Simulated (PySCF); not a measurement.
Atoms are numbered as in `[NH:1]=[C:2]1[CH2:3][SiH:4](/[CH:5]=[CH:6]/[F:7])[CH2:8]1`; H(Xn) means a hydrogen on atom n. Ha(C3), Ha(C8) are cis to C5 on the ring; Hb(C3), Hb(C8) are trans to C5 on the ring.

Computational details: coordinates at the GFN2-xTB level, NMR shieldings at PBE0/pcSseg-1/GIAO, in PySCF 2.14.0 with density-fitted response routines (isolated molecule, non-relativistic, one conformer).

Question: List the cross peaks expected in HSQC, COSY and HMBC spectra.

Answer: 

HSQC (one-bond C–H):
```csv
δH,δC
6.89 (H(C6)),169.0 (C6)
5.56 (H(C5)),107.3 (C5)
2.68 (Ha(C3)),34.2 (C3)
2.54 (Hb(C3)),34.2 (C3)
2.46 (Ha(C8)),34.2 (C8)
2.14 (Hb(C8)),34.2 (C8)
```

COSY cross peaks (H two or three bonds apart, from the bond graph; peaks can be absent where the dihedral angle is near 90°):
```csv
δH,δH
6.89 (H(C6)),5.56 (H(C5))
5.56 (H(C5)),4.71 (H(Si4))
4.71 (H(Si4)),2.68 (Ha(C3))
4.71 (H(Si4)),2.54 (Hb(C3))
4.71 (H(Si4)),2.46 (Ha(C8))
4.71 (H(Si4)),2.14 (Hb(C8))
2.68 (Ha(C3)),2.54 (Hb(C3))
2.46 (Ha(C8)),2.14 (Hb(C8))
```

HMBC (two and three bonds, from the bond graph):
```csv
δH,δC
6.89 (H(C6)),107.3 (C5)
5.56 (H(C5)),"169.0 (C6), 34.2 (C8), 34.2 (C3)"
4.71 (H(Si4)),"179.4 (C2), 169.0 (C6), 107.3 (C5), 34.2 (C8), 34.2 (C3)"
2.68 (Ha(C3)),"179.4 (C2), 107.3 (C5), 34.2 (C8)"
2.54 (Hb(C3)),"179.4 (C2), 107.3 (C5), 34.2 (C8)"
2.46 (Ha(C8)),"179.4 (C2), 107.3 (C5), 34.2 (C3)"
2.14 (Hb(C8)),"179.4 (C2), 107.3 (C5), 34.2 (C3)"
```

Chemical shifts δ = σref − σ; TMS for ¹H, ¹³C, all at this level.

The OH or NH signal is concentration- and solvent-dependent in practice; the value given is the gas-phase one. Shifts are as computed. Against solution values, carbons near 30 ppm lie about +3 ppm off and those near 130 ppm about +5 ppm. Of 1309 compounds with measured shifts, 239 miss one by over three times the rms of a fit or turn the order of signals round; such compounds aren't used in these exercises.
